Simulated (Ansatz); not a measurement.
The lowest singlet and triplet of AlCl (SMILES [Al][Cl]); geometries from B3LYP-D3(BJ)/def2-TZVP, each state relaxed from the structure named, with no frequency check.
Singlet at the triplet's geometry (charge 0, multiplicity 1):
```xyz
2

Al     0.000     0.000    -1.204
Cl     0.000     0.000     0.921
```

A positive gap puts the triplet lower; no zero-point energy. R- takes a restricted singlet. U- takes an unrestricted singlet (broken symmetry where lower, unprojected). The triplet is unrestricted in single-reference levels.

Cores are frozen in the correlated methods.

The values were computed with Ansatz (Gaussian orbitals). Values without a source in brackets are computed.

### Question
Predict the gap E(singlet) − E(triplet), vertical, at the triplet's geometry from U-PBE/def2-TZVPP.

### Answer
-65.8 kcal/mol

### Question
What is the computed gap E(singlet) − E(triplet), vertical, at the triplet's geometry (R-CCSD(T)/cc-pV(Q+d)Z)?

### Answer
-68.2 kcal/mol

### Question
What gap E(singlet) − E(triplet), vertical, at the triplet's geometry does U-B3LYP/def2-TZVPP give?

### Answer
-70.0 kcal/mol

Ansatz is an electronic-structure program.
